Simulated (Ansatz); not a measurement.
Two structures of CH₇ClGe, closed shell, reached by relaxing down either side of one saddle point (PBE0-D4/def2-TZVP). Energies are electronic, without zero-point energy. Ansatz 0.2.0; basis: def2-TZVPP and def2-QZVPP; cores frozen in the correlated methods. Filled d shells of the heavier atoms are correlated. The def2 sets are not built for correlating such inner shells, so the correlated values are less sure here. Extrapolation: Hartree–Fock as exp(−7.88 √X), correlation as X^−2.97. First:

Ge1  (-0.540, -0.329, -0.981)
H2  (0.177, 1.001, -1.326)
H3  (-0.103, -1.364, -2.030)
H4  (-2.051, -0.080, -1.109)
C5  (-0.063, -0.897, 0.822)
H6  (1.003, 2.048, 0.044)
Cl7  (1.490, 2.647, 1.072)
H8  (-0.567, -1.835, 1.061)
H9  (-0.360, -0.142, 1.549)
H10  (1.014, -1.049, 0.898)
(Å)

Second:

Ge1  (-1.107, 0.220, -0.163)
H2  (2.426, 0.649, -1.616)
H3  (-0.919, -0.001, -1.671)
H4  (-2.593, 0.158, 0.220)
C5  (0.001, -0.950, 0.916)
H6  (2.032, 1.187, -1.278)
Cl7  (-0.476, 2.256, 0.227)
H8  (-0.288, -1.990, 0.754)
H9  (-0.124, -0.706, 1.971)
H10  (1.048, -0.824, 0.642)
(Å)

(1) Which bonds change from the first to the second?

(2) Give the saddle point's structure and its height above each. (To be estimated.)

No T1 diagnostic of these runs exceeds 0.012.

## Answers

(1) CH₆Ge ([CH3][GeH3]) + HCl → CH₅ClGe ([CH3][GeH2][Cl]) + H₂; bonds formed: Ge1–Cl7, H2–H6; bonds broken: Ge1–H2, H6–Cl7.

(2) By the calculation: 39.57 kcal/mol above the first and 52.91 kcal/mol above the second (CCSD(T) at an estimated basis limit (MP2 extrapolated from triple and quadruple zeta, plus CCSD(T) − MP2 in triple zeta)).
```
10
angstrom
Ge -0.4664 0.0497 -0.5957
H 0.9605 0.8319 -1.4712
H -0.3426 -0.8648 -1.8502
H -1.7577 0.8494 -0.7342
C 0.0000 -0.9753 0.9718
H 0.9129 1.3930 -0.8044
Cl 0.3933 2.2030 0.7048
H -0.3789 -1.9936 0.8636
H -0.4076 -0.4897 1.8555
H 1.0863 -1.0037 1.0601
```

Labels in which every atom is bracketed show which atoms are joined, not bond orders.

For scale, one of the runs: CCSD(T)/def2-TZVPP, 219 basis functions, launched by `ansatz run in.yaml --threads 4 --pin off --events-out ev --progress --plain --max-ram 9574MiB`. Hardware: 4 CPU threads of an Intel Xeon, shared host. Wall time 100 s; peak host memory 3.2 GiB.
